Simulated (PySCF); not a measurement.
PySCF job for In(H)(NH2)2 (H₅InN₂), SMILES [NH2][InH][NH2], IEF-PCM-B3LYP/def2-SVP. Geometry: PBE0-D3(BJ)/def2-SVP. The def2 effective core potentials stand for the cores of In; spin–orbit coupling is left out. One conformer was computed; it need not be the lowest.

```python
import numpy as np
from pyscf import gto, scf, dft
from pyscf.solvent import pcm

mol = gto.M(
    atom='''
    In    0.00886913    0.28529178   -0.00000000
    H    -0.08351258    1.99549163   -0.00000000
    N    -0.07667931   -0.82469076   -1.69438271
    H     0.16523489   -0.41274143   -2.58899120
    H     0.19598293   -1.80181765   -1.68220543
    N    -0.07667931   -0.82469075    1.69438271
    H     0.19598293   -1.80181765    1.68220544
    H     0.16523488   -0.41274144    2.58899121
    ''',
    basis='def2-SVP',
    ecp={'In': 'def2-svp'},
    charge=0,
    spin=0,
    max_memory=1600,
    verbose=3,
)
mf = dft.RKS(mol, xc='b3lyp').density_fit(auxbasis='def2-universal-jkfit')
mf.grids.level = 3
mf.conv_tol = 1e-9
mf.max_cycle = 100
mf.kernel()
res = {}
for name, eps in {'water': 78.355, 'methanol': 32.613, 'chloroform': 4.7113}.items():
    s = mf.PCM()
    s.with_solvent.method, s.with_solvent.eps, s.with_solvent.lebedev_order = 'IEF-PCM', eps, 29
    s.kernel(mf.make_rdm1())
    res[name] = (s.e_tot, eps, s.dip_moment(), s.mo_energy, s.converged)
    print(f'{name}: electrostatic solvation free energy {(s.e_tot - mf.e_tot) * 627.509474:.3f} kcal/mol')
```

Log of the run:

```
converged SCF energy = -302.613166859412

WARN: PCM is an experimental feature. It is still in testing.
Features and APIs may be changed in the future.

converged SCF energy = -302.621732840361
Dipole moment(X, Y, Z, Debye):  1.95053, -0.55517, -0.00000
water: electrostatic solvation free energy -5.375 kcal/mol

WARN: PCM is an experimental feature. It is still in testing.
Features and APIs may be changed in the future.

converged SCF energy = -302.621464322471
Dipole moment(X, Y, Z, Debye):  1.93358, -0.55278, -0.00000
methanol: electrostatic solvation free energy -5.207 kcal/mol

WARN: PCM is an experimental feature. It is still in testing.
Features and APIs may be changed in the future.

converged SCF energy = -302.61910919507
Dipole moment(X, Y, Z, Debye):  1.79429, -0.53223, -0.00000
chloroform: electrostatic solvation free energy -3.729 kcal/mol
```

The calculation finished and met its thresholds.
